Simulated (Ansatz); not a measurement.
Harmonic frequencies (cm⁻¹) at PBE0-D4/def2-TZVP from Ansatz: 135, 204, 226, 488, 498, 516, 632, 740, 825, 876, 882, 964, 1103, 1125, 1248, 1440, 1473, 2121, 2150, 2154, 3057, 3116, 3167, 3269.

Question: Which molecule is it?
A. `[CH2][CH2][GeH3]`•
B. `[CH2][GeH2][CH3]`•
C. `[CH3][GeH][CH3]`•
D. `C=CC[O]`•

Answer: A.
